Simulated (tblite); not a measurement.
Compound: C₇H₁₂Ge.
Cartesian coordinates in Å at the GFN2-xTB level; atoms count from 1:
```
atom  x, y, z in Å
C1     3.175    1.108   -0.292
C2     2.640   -0.090   -0.130
C3     1.443   -0.586   -0.852
Ge4   -0.147   -0.740    0.361
C5    -1.807   -1.385   -0.540
C6    -2.723   -0.201   -0.454
C7    -2.349    0.902    0.172
C8    -0.998    1.001    0.815
H9     2.772    1.817   -0.997
H10    4.040    1.426    0.264
H11    3.069   -0.783    0.585
H12    1.174    0.088   -1.666
H13    1.642   -1.573   -1.274
H14    0.224   -1.557    1.589
H15   -1.652   -1.668   -1.582
H16   -2.255   -2.245   -0.041
H17   -3.695   -0.285   -0.922
H18   -3.003    1.761    0.242
H19   -1.104    1.163    1.888
H20   -0.451    1.858    0.420
```

Computed values, GFN2-xTB/tblite, gas phase, harmonic and unscaled. This tight-binding method is rough: wavenumbers can miss measured ones by several per cent, in bad cases by 10 to 20. Modes of hydrogen on germanium can be 10 to 20 % off. One conformer, not necessarily the lowest.

Harmonic wavenumbers (cm⁻¹): 26.4, 47.5, 61.0, 111.4, 151.1, 212.2, 348.0, 350.2, 393.5, 513.9, 526.3, 555.2, 583.8, 625.4, 676.6, 683.4, 750.7, 765.4, 784.6, 790.8, 882.0, 907.4, 948.6, 963.5, 1009.1, 1012.7, 1046.4, 1081.2, 1097.2, 1126.6, 1157.8, 1184.4, 1194.6, 1223.6, 1291.8, 1320.4, 1408.5, 1438.8, 1440.7, 1447.2, 1707.0, 1712.2, 1872.4, 2943.9, 2946.7, 2954.0, 2967.0, 2971.1, 2971.9, 3041.1, 3045.7, 3061.4, 3094.0, 3123.6.

A = 3092, B = 908.7, C = 804.3 MHz; mass 170.015 u (most abundant isotopes); point group C1, symmetry number 1.

Problem. What is the zero-point energy?

Solution. Half the sum of the wavenumbers: 35276 cm⁻¹ = 100.86 kcal/mol.

Problem. Give the ideal-gas entropy at 400 K and 1 bar in the rigid-rotor, harmonic-oscillator model (classical rotation).

Solution. Translation 42.79, rotation 30.22, vibration 43.08: S = 116.1 cal/(mol K).

Problem. And Cp and H(400 K) − H(0)?

Solution. Cp = 50.82 cal/(mol K), of which vibrations give 42.87 (their classical limit is 54 R = 107.3); H(400 K) − H(0) = 11.69 kcal/mol without the zero-point energy, 8.51 from vibrations.

Problem. What must be added to the electronic energy to get the Gibbs energy at 400 K and 1 bar?

Solution. ZPE + [H(400 K) − H(0)] − T·S = 100.86 + 11.69 − 46.43 = 66.12 kcal/mol.

Problem. Which modes carry the vibrational entropy at 400 K?

Solution. 26.4 cm⁻¹: 6.67; 47.5 cm⁻¹: 5.50; 61.0 cm⁻¹: 5.01; 111.4 cm⁻¹: 3.82; 151.1 cm⁻¹: 3.22; 212.2 cm⁻¹: 2.57 cal/(mol K); the other 48 give 16.29 together.

Hindered rotation and anharmonicity are outside this model. Other conformers, if any are populated, would add a mixing term that is left out. The structure is chiral; the term R ln 2 for an equal mix with its mirror image is left out.

On one thread, Arm Neoverse V2 (aarch64), on a shared host, this took 0.63 s. The figure is for the frequency step alone.
